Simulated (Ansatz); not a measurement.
HFSi, charge -1, doublet, geometry from GFN2-xTB (a state made from the parent by changing its charge; the spin is typed, not shown lowest) (a gas-phase anion, which may not be bound at this level). Base run: CAM-B3LYP/def2-SVP (Ansatz, a first-principles code).

Geometry (Å):
```xyz
3

Si    -0.2798    -0.3685     0.5052
H     -0.9490    -1.2496    -0.6198
F      0.5407     0.7120    -0.7171
```
Charge -1, spin multiplicity 2.
Orbitals are unrestricted.
All else is at Ansatz's defaults.
Base energy -389.74006 Eh.

Each row names what was changed in the base input (with any setting that the change needs).

| change | ΔE vs base (mEh) |
|---|---|
| base | 0.000 |
| point_charge = charge:-1.0 position_ang:-1.805, -0.8688, -4.2889 | 108.6 |
| fitting.mean_field = cc-pVTZ-JKFIT | -0.037 |
| point_charge = charge:0.5 position_ang:-2.0458, -3.2094, -2.9502 | -58.033 |
| lower_state_search = full | 0.000 |
| lower_state_search = light | 0.000 |
| point_charge = charge:1.0 position_ang:-2.2689, -3.3719, -2.5824 | -119.7 |
| final_grid = 4, 8, 17 | 0.008 |
| final_grid = 6, 12, 29 | 0.002 |
| lower_state_search = off | 0.000 |
| fitting.mean_field = def2-universal-JKFIT | -0.050 |

A gas-phase anion may not be bound at this level; its values then depend on the basis.
